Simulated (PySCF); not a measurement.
Species: C₁₀H₆F₂.
Numbering: `[F:1][c:2]1[cH:3][cH:4][c:5]([F:6])[c:7]2[cH:8][cH:9][cH:10][cH:11][c:12]12` (hydrogens: H13 on C3; H14 on C4; H15 on C8; H16 on C9; H17 on C10; H18 on C11)

Structure optimised with GFN2-xTB, isolated species.

Question: List the bond lengths and angles at this level.

Answer: 
| bond | length (Å) | order |
| --- | --- | --- |
| F1–C2, C5–F6 | 1.350 | single |
| C2–C3, C4–C5 | 1.366 | aromatic |
| C3–C4 | 1.402 | aromatic |
| C7–C8, C11–C12 | 1.409 | aromatic |
| C8–C9, C10–C11 | 1.368 | aromatic |
| C9–C10 | 1.403 | aromatic |
| C2–C12, C5–C7 | 1.413 | aromatic |
| C7–C12 | 1.420 | aromatic |
| C3–H13, C4–H14 | 1.078 | single |
| C8–H15, C11–H18 | 1.080 | single |
| C9–H16, C10–H17 | 1.080 | single |

Bonds in one row agree within 0.01 Å and their mean is given. Orders are formal, as drawn. A selection of angles:
| angle | degrees |
| --- | --- |
| F1–C2–C3 | 119.1 |
| F1–C2–C12 | 118.1 |
| C3–C2–C12 | 122.8 |
| C2–C3–C4 | 119.3 |
| C5–C7–C8 | 123.0 |
| C5–C7–C12 | 117.8 |
| C8–C7–C12 | 119.2 |
| C7–C8–C9 | 120.3 |
| C8–C9–C10 | 120.5 |

Of the pairs four or more bonds apart, F6···H15 is among the closest relative to their van der Waals radii: 2.49 Å, 93 % of the sum of Bondi's values. The C–C distances run from 1.366 Å (C4–C5, aromatic) to 1.420 Å (C7–C12, aromatic), a spread of 0.054 Å. The 6-membered ring C7–C8–C9–C10–C11–C12 has internal angles of 119.1° to 120.6°; it is planar, 0.00 Å rms from its mean plane, widest ring torsion 0°. The 12 heavy atoms lie in one plane (0.001 Å rms). The 6-membered ring C2–C3–C4–C5–C7–C12 has internal angles of 117.8° to 122.8° (sum 720°, against 720° for a flat polygon); it is planar, 0.00 Å rms from its mean plane, widest ring torsion 0°.

Point group: C2v (tolerance 0.08 Å). No frequency check.

All values are computed, not measured.
